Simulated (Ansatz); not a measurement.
Consider the formal exchange of groups at a C–O bond: `[NH2][SnH2][CH2]O` + SiH₄ → `[NH2][SnH2][CH2][SiH3]` + H₂O.

Isolated molecules relaxed with PBE0-D4/def2-TZVP in Ansatz; ΔE leaves out vibrations. CCSD(T)/CBS adds triple-zeta CCSD(T) − MP2 to the extrapolated MP2 energy (def2 sets, frozen cores). This one scheme is used for every species. DFT in def2-TZVPP. B3LYP here is the variant with VWN-RPA as its local correlation; programs differ in this. def2 core potentials past Kr. For Sn outer-core shells are correlated without core-valence functions, which leaves a few kJ/mol of doubt a bond. One conformer a species, not always the lowest.

`[NH2][SnH2][CH2]O`:

Cartesian coordinates in Å:
```
N -0.196 -2.108 0.857
Sn 0.259 -0.124 0.850
C -0.370 0.954 -0.938
O 0.319 2.180 -1.092
H 0.085 -2.600 0.019
H -1.178 -2.297 1.008
H 1.970 -0.020 0.899
H -0.449 0.512 2.268
H -0.264 0.306 -1.817
H -1.429 1.200 -0.844
H 1.254 1.997 -1.211
```

SiH₄:

Cartesian coordinates in Å:
```
Si 0.000 0.000 0.000
H 1.102 -0.973 0.210
H -0.750 0.179 1.269
H -0.918 -0.510 -1.050
H 0.566 1.304 -0.429
```

`[NH2][SnH2][CH2][SiH3]`:

Cartesian coordinates in Å:
```
N 1.584 -1.538 0.292
Sn -0.102 -0.943 1.256
C -1.085 0.709 0.273
Si -0.226 1.219 -1.299
H 1.421 -1.870 -0.650
H 2.299 -0.823 0.241
H -1.130 -2.307 1.273
H 0.400 -0.481 2.821
H -1.121 1.547 0.974
H -2.115 0.410 0.061
H -0.167 0.078 -2.253
H -0.927 2.346 -1.976
H 1.169 1.653 -1.013
```

H₂O:

Z-matrix (Å, degrees):
```
O
H 1 0.960
H 1 0.960 2 105.1
```

```csv
species,B3LYP-D4 energy (Eh)
`[NH2][SnH2][CH2]O`,-386.72844
SiH₄,-291.91967
`[NH2][SnH2][CH2][SiH3]`,-602.22372
H₂O,-76.46698
```

Q: Work out ΔE.

A: ΔE = (-602.22372) + (-76.46698) − (-386.72844) − (-291.91967) = -0.04259 Eh = -111.8 kJ/mol. CCSD(T)/CBS gives -128.4 kJ/mol.

Largest T1 diagnostic among the species: 0.012.

In def2-TZVPP, CCSD(T) changes the Hartree–Fock value by −17.0 kJ/mol (the triples alone add −1.5 kJ/mol) and MP2 by −27.8 kJ/mol. From PBE to PBE0 (25 % exact exchange), in def2-TZVPP and without D4, ΔE moves by −8.2 kJ/mol.
